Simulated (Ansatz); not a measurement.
Reaction (isomerisation): `BN(C)[SiH2][SiH3]` → `CBN([SiH3])[SiH3]`

Calculated with Ansatz (gas phase, PBE0-D4/def2-TZVP geometries, no zero-point term in ΔE). CCSD(T)/CBS adds triple-zeta CCSD(T) − MP2 to the extrapolated MP2 energy (def2 sets, frozen cores). One conformer a species, not always the lowest.

```
            species  CCSD(T)/CBS(def2) energy (Eh)
`BN(C)[SiH2][SiH3]`                     -701.75815
`CBN([SiH3])[SiH3]`                     -701.80167
```

(1) Work out ΔE.

Largest T1 diagnostic among the species: 0.013.

Answers

(1) ΔE = (-701.80167) − (-701.75815) = -0.04352 Eh = -27.3 kcal/mol.

From BLYP to BHLYP (50 % exact exchange), in def2-TZVPP and without D4, ΔE moves by −3.8 kcal/mol. In def2-TZVPP, CCSD(T) changes the Hartree–Fock value by +3.3 kcal/mol (the triples alone add +0.6 kcal/mol) and MP2 by +0.9 kcal/mol. Leaving LDA and LC-ωPBE aside and taking each functional with its dispersion term where it has one, the values, not all of them listed here, spread over 6.0 kcal/mol, from BHLYP-D4 to PBE-D4.
